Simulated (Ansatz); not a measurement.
Reaction (substitution at a C–Si bond): `C[SiH2]C1C=N1` + `C=C=CO` → `C=C=COC` + `[SiH3]C1C=N1`

Program: Ansatz. Geometries: PBE0-D4/def2-TZVP. ΔE: electronic, gas phase. CCSD(T)/CBS is the MP2 limit (def2-TZVPP, def2-QZVPP) plus CCSD(T) − MP2 in def2-TZVPP, frozen cores. Functionals use def2-TZVPP. B3LYP here is the variant with VWN-RPA as its local correlation; programs differ in this. Each species was taken in one conformer, which may not be the lowest.

| level | ΔE (kJ/mol) | difference from CCSD(T)/CBS |
| --- | --- | --- |
| PBE-D4 | 81.5 | -1.9 |
| r2SCAN-D4 | 82.8 | -0.6 |
| PBE0-D4 | 83.4 | 0.0 |
| B3LYP-D4 | 77.5 | -5.9 |
| ωB97X-V | 77.4 | -6.0 |
| ωB97M-V | 82.6 | -0.8 |
| B2PLYP | 79.1 | -4.3 |
| PBE | 81.6 | -1.8 |
| r2SCAN | 82.8 | -0.6 |
| PBE0 | 83.3 | -0.1 |
| B3LYP | 77.6 | -5.8 |
| HF/def2-TZVPP | 72.7 | -10.7 |
| MP2/def2-TZVPP | 83.9 | 0.5 |
| SCS-MP2/def2-TZVPP | 78.0 | -5.4 |
| CCSD/def2-TZVPP | 79.6 | -3.8 |
| CCSD(T)/def2-TZVPP | 79.3 | -4.1 |
| HF/def2-QZVPP | 72.7 | -10.7 |
| MP2/def2-QZVPP | 86.2 | 2.8 |
| SCS-MP2/def2-QZVPP | 80.6 | -2.8 |
| HF/CBS(def2) | 72.7 | -10.7 |
| MP2/CBS(def2) | 88.0 | 4.6 |
| CCSD/CBS(def2) | 83.6 | 0.2 |
| CCSD(T)/CBS | 83.4 | 0 |

Largest T1 diagnostic among the species: 0.013.

In def2-TZVPP, CCSD(T) changes the Hartree–Fock value by +6.6 kJ/mol (the triples alone add −0.3 kJ/mol) and MP2 by +11.2 kJ/mol.
